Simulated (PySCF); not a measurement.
Static response to an electric field

Species: C₄H₁₁NSi₂.
Structure used (GFN2-xTB), in Å, numbered top down from 1:
```xyz
18
C4H11NSi2 angstrom
C      2.9183    0.3536    0.4294
C      1.7873    0.9872    0.1533
N      0.5437    0.4089    0.0163
Si    -0.8768    1.3898   -0.2577
C     -2.1783    0.0341   -0.0030
C     -1.5594   -1.3126   -0.3904
Si     0.2727   -1.3167    0.1127
H      3.8444    0.8908    0.5179
H      2.9514   -0.7107    0.5768
H      1.7881    2.0618    0.0177
H     -0.8566    1.9442   -1.6181
H     -0.9458    2.4658    0.7357
H     -2.4657    0.0070    1.0491
H     -3.0926    0.2196   -0.5661
H     -1.6326   -1.4415   -1.4713
H     -2.1151   -2.1382    0.0537
H      0.4973   -1.7982    1.4808
H      1.1110   -2.0387   -0.8485
```

Level: PBE0/def2-SVPD (PySCF), static field, nuclei fixed, core orbitals frozen in the response. The polarisability tensor in these axes (au):

```
x   125.74  -1.01   6.83
y    -1.01 105.22  -1.72
z     6.83  -1.72  82.86
```

**Question.** What are the eigenvalues, a third of the trace, and Δα (Δα² = ½Σ(αi − αj)² over the three pairs)?

**Answer.** Principal values 81.69, 105.25 and 126.88 au; mean 104.61 au = 15.50 Å³ = 17.25 × 10⁻⁴⁰ C²·m²/J; Δα = 39.14 au (37 % of the mean).

**Question.** What is the dipole moment, and where does it point?

**Answer.** (-1.61, -0.22, -0.19) D, 1.64 D in size, pointing from the negative to the positive side. Measured along this direction, the outermost atoms are H8 at the negative end and H14 at the positive end.

**Question.** Refractivity n − 1 of an ideal gas of it at 400 K and 1 atm, from the electronic α?

**Answer.** N = p/kT = 1.8347 × 10¹⁹ cm⁻³, so n − 1 = 2π × N × 15.50 × 10⁻²⁴ cm³ = 1787 × 10⁻⁶ at long wavelengths.

**Question.** How large is μ²/3kT at 298 K beside α?

**Answer.** In Gaussian units μ²/3kT = 21.75 Å³ against 15.50 Å³, a ratio of 1.40; the Debye molar polarisation (4π/3)N_A(α + μ²/3kT) is 94.0 cm³/mol, leaving out the vibrational part.

**Question.** Estimate the molar refractivity from the static electronic polarisability.

**Answer.** Lorentz–Lorenz: R = (4π/3)N_A α = 2.5225 cm³/(mol·Å³) × 15.50 Å³ = 39.1 cm³/mol, in the limit of long wavelengths.

One conformer (not necessarily the lowest) at the GFN2-xTB geometry, without solvent, vibrations or thermal averaging.
